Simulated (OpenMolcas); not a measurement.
Ti2+.

```yaml
Program: OpenMolcas
Basis: ANO-RCC-VDZP [5s4p2d1f]
Scalar_Hamiltonian: DKH2, point nucleus
Active_space: 2 electrons in 5 orbitals (3d)
State_averaging: 2S+1 = 3 even, 10 roots; 2S+1 = 1 even, 15 roots
Spin-orbit_coupling: state interaction with AMFI integrals over the reference wave functions, term energies averaged over their components
```

Two sets of levels on these reference wave functions, in cm⁻¹ above 3d² ³F₂: one from CASSCF and one from SS-CASPT2, IPEA 0.25 Eh, imaginary shift 0.1 Eh (closed shells correlated: 3s 3p).

```
  Level  Set 1  Set 2
3d² ³F₂    0.0    0.0
3d² ³F₃    198    196
3d² ³F₄    454    452
3d² ¹D₂   8140  11250
3d² ³P₀  11120  13480
3d² ³P₁  11180  13540
3d² ³P₂  11320  13690
3d² ¹G₄  15320  17330
3d² ¹S₀  32770  41960
```

**Question.** Which set is which?

**Answer.** Set 1 is SS-CASPT2. Its levels of the other terms of 3d² lie at 0.72 to 0.88 of the other set's values, as expected, since terms of lower spin or lower L gain more correlation energy than the Hund ground term. Against 8 measured levels (Corliss and Sugar, J. Phys. Chem. Ref. Data 8, 1 (1979)) the mean absolute deviation is 420 cm-1 with it and 3000 cm-1 without; single levels miss by up to 920 cm-1 with it.

CASPT2 breaks the degeneracy within a term, and the mean is taken; among the terms shown or strongly mixed into the levels shown the widest spread is 690 cm-1 (3d² ¹G, SS-CASPT2). Without dynamic correlation excited terms often stand tens of per cent too high (terms of higher spin than the ground term too low), and those without a measured partner can miss by more than the paired ones (holds for CASSCF). Measured partners are found by configuration, term and J. A level has none where our copy of the source lacks it or the pairing is in doubt (some pairs that miss far off the trend of their configuration count as doubtful), and it then counts in no deviation. Levels of configurations outside the active space are missing.
